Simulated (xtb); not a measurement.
In(H)2(PH2) (H4InP), SMILES [InH2][PH2]. All values are semi-empirical tight-binding results from xtb (GFN2-xTB unless named), good for trends rather than for accurate numbers. The structure is a stationary point at GFN2-xTB.

For metal compounds this method's bond lengths and energies can be far off.

orbital gap: 3.52 eV
zero-point energy: 15.7 kcal/mol
G − E(el) at 298.15 K (modified RRHO): -2.7 kcal/mol
